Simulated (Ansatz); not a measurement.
`[CH3][Al]1[BH][S]1` → Al• + B• + C• + 4 H• + S•  (atomization)

Computed with Ansatz on PBE0-D4/def2-TZVP structures; ΔE is electronic, products minus reactants. CCSD(T)/CBS adds triple-zeta CCSD(T) − MP2 to the extrapolated MP2 energy (def2 sets, frozen cores). This one scheme is used for every species, atoms too. DFT in def2-TZVPP. HSE06 is defined as in plane-wave codes. Open shells (•) are unrestricted, without spin–orbit coupling. Spin–orbit coupling would lower the free atoms: a little for Al, B, C, S.

(1) What is ΔE at CCSD(T)/CBS? (An estimate is asked.)

(2) What do these levels give: HSE06-D4, r2SCAN, BHLYP, CCSD/def2-TZVPP, MP2/def2-QZVPP, CCSD/CBS(def2)? (Best estimate.)

Largest T1 diagnostic among the species: 0.018.

Answers

(1) The calculation gave: +659.9 kcal/mol.

(2) The calculation gave: HSE06-D4 667.2, r2SCAN 669.8, BHLYP 639.3, CCSD/def2-TZVPP 631.5, MP2/def2-QZVPP 665.4, CCSD/CBS(def2) 648.4 kcal/mol.

The D4 term adds +5.9 kcal/mol with B3LYP and +3.1 kcal/mol with PBE0; it sums over pairs of atoms, weighted by their polarisabilities, and B3LYP, whose exchange is more repulsive, gets the larger term. At CCSD(T), def2-SVP lies −33.9 kcal/mol from the extrapolated value and def2-TZVPP −16.9 kcal/mol: correlation converges slowly with the basis, and small sets miss more of it in the bonded molecule than in its fragments.

B3LYP here is the variant with VWN-RPA as its local correlation; programs differ in this.

For atomizations the MP2-based limit and the directly extrapolated one differ by several kJ/mol either way, and by 10 to 25 for some Ge, Se and Sn compounds, so smaller differences from it don't rank the levels.
